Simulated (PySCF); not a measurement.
## Nuclear quadrupole coupling in `B[C@]12CC[C@H]1CC2`

Species: C6H11B.
Geometry (PBE0-D3(BJ)/def2-SVP, Å), atoms numbered from 1 in this order:
```
atom  x, y, z in Å
B1    -0.3905   -1.0075   -0.0871
C2     0.0920    0.0047   -1.0904
C3     1.2255   -0.3118   -2.0776
C4     2.2970   -0.0582   -0.9994
C5     1.2506    0.2983    0.0695
C6     0.7433    1.7492    0.0967
C7    -0.3058    1.4863   -1.0013
H8    -1.1663   -0.6716    0.7814
H9     0.0710   -2.1285   -0.0916
H10    1.2044   -1.3426   -2.4573
H11    1.2617    0.3720   -2.9382
H12    3.0054    0.7594   -1.2068
H13    2.8780   -0.9538   -0.7374
H14    1.3423   -0.2129    1.0411
H15    0.3034    2.0202    1.0666
H16    1.5208    2.4913   -0.1448
H17   -1.3446    1.6475   -0.6825
H18   -0.1434    2.0393   -1.9381
```

Field gradients from the PBE0/pcSseg-1 density (PySCF, non-relativistic), principal values in atomic units, ordered |Vxx| ≤ |Vyy| ≤ |Vzz|:

| atom | Vxx | Vyy | Vzz |
| --- | --- | --- | --- |
| B1 | -0.2302 | -0.2409 | 0.4711 |

Task: Find the asymmetry η = (Vxx − Vyy)/Vzz and the couplings χ = eQV/h (234.96 MHz × Q in barn × V in au), with Q(11B) = 0.04059 b.

Result: 
```json
{"atom": "B1", "environment": "three-coordinate boron", "nucleus": "11B", "η": "0.02", "χzz (MHz)": "4.493", "χxx (MHz)": "-2.195", "χyy (MHz)": "-2.298"}
```

The gradient is axial or nearly so (η below 0.05) at B1. 

Task: What is Vzz at B1 in SI units (1 au = 9.71736 × 10²¹ V/m²)?

Result: 0.4711 au = 4.578 × 10²¹ V/m².

Task: And the gradient at the other heavy atoms, for which no coupling is worked out here?

Result: 
| atom | environment | Vzz (au) | η |
| --- | --- | --- | --- |
| C2 | sp3 carbon bound to boron | 0.405 | 0.76 |
| C3 | four-membered-ring carbon | -0.082 | 0.22 |
| C4 | four-membered-ring carbon | -0.082 | 0.83 |
| C5 | sp3 carbon at a ring junction | 0.191 | 0.02 |
| C6 | four-membered-ring carbon | -0.083 | 0.81 |
| C7 | four-membered-ring carbon | -0.082 | 0.23 |

Were the hydrogens deuterons (Q(2H) = 0.00286 b), χzz would run from 135 kHz (H9 and H8) to 197 kHz (H17, H10, H15, H13 and 2 more).

Isolated species at its PBE0-D3(BJ)/def2-SVP geometry (one conformer only). The small basis limits the accuracy of the gradients.
